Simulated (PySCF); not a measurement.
## Correlation energy of Fe²⁺ (iron, charge +2)

[Ar] 3d5 4p1, high-spin 7P determinant (an excited configuration). Computed with PySCF 2.14 in ANO-RCC-VTZP (6s5p3d2f1g, 59 functions), with the spin-free X2C one-electron Hamiltonian (Gaussian nucleus). Frozen: [Ne]; 14 electrons correlated.

```json
{"level": "CCSD", "correlation energy (mhartree)": "-378.78"}
{"level": "(T)", "correlation energy (mhartree)": "-5.69"}
{"level": "CCSD(T)", "correlation energy (mhartree)": "-384.47"}
```

Diagnostics: T1 = 0.0060, D1 = 0.0221, largest double amplitude 0.026.

Cost of the coupled-cluster step: of the order of 5 core-seconds, for 14 correlated electrons.

Iterations:

```
CC2 = 0
CCSD nocc = (np.int64(10), np.int64(4)), nmo = (54, 54)
frozen orbitals [[0, 1, 2, 3, 4], [0, 1, 2, 3, 4]]
max_cycle = 100
direct = 0
conv_tol = 1e-08
conv_tol_normt = 1e-06
diis_space = 8
diis_start_cycle = 0
Init t2, MP2 energy = -0.374123828632069
Init E_corr(UCCSD) = -0.374123828632846
cycle = 1  E_corr(UCCSD) = -0.374581337583957  dE = -0.000457508951  norm(t1,t2) = 0.0311018
cycle = 2  E_corr(UCCSD) = -0.378356724068  dE = -0.00377538648  norm(t1,t2) = 0.0076953
cycle = 3  E_corr(UCCSD) = -0.378603262312438  dE = -0.000246538244  norm(t1,t2) = 0.00317302
cycle = 4  E_corr(UCCSD) = -0.378803316163095  dE = -0.000200053851  norm(t1,t2) = 0.000944179
cycle = 5  E_corr(UCCSD) = -0.378773892218478  dE = 2.94239446e-05  norm(t1,t2) = 0.000214799
cycle = 6  E_corr(UCCSD) = -0.378771537975805  dE = 2.35424267e-06  norm(t1,t2) = 6.75586e-05
cycle = 7  E_corr(UCCSD) = -0.378770992686315  dE = 5.4528949e-07  norm(t1,t2) = 0.000290346
cycle = 8  E_corr(UCCSD) = -0.378775156972715  dE = -4.1642864e-06  norm(t1,t2) = 4.61614e-05
cycle = 9  E_corr(UCCSD) = -0.378775134489755  dE = 2.24829592e-08  norm(t1,t2) = 2.53453e-06
cycle = 10  E_corr(UCCSD) = -0.378775038713495  dE = 9.57762599e-08  norm(t1,t2) = 9.45222e-07
cycle = 11  E_corr(UCCSD) = -0.378775072873913  dE = -3.41604174e-08  norm(t1,t2) = 2.82968e-07
cycle = 12  E_corr(UCCSD) = -0.3787750720464  dE = 8.27513114e-10  norm(t1,t2) = 6.99011e-08
UCCSD converged
E(UCCSD) = -1270.605565120372  E_corr = -0.3787750720463997
UCCSD(T) correction = -0.00568866246298833
```
